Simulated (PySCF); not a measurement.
A structure optimised at PBE-D3(BJ)/def2-SVP, used in a PySCF frequency run:

```xyz
4

In     0.0000     0.0000     0.0000
F     -1.9581     0.0000     0.0000
F      0.9790     1.6958     0.0000
F      0.9790    -1.6958     0.0000
```

Task: Write its SMILES, formula and point group.

Result: [F][In]([F])[F], F3In, D3h

Task: What are its rotational constants (standard atomic weights)?

Result: 4.6253, 4.6253, 2.3127 GHz
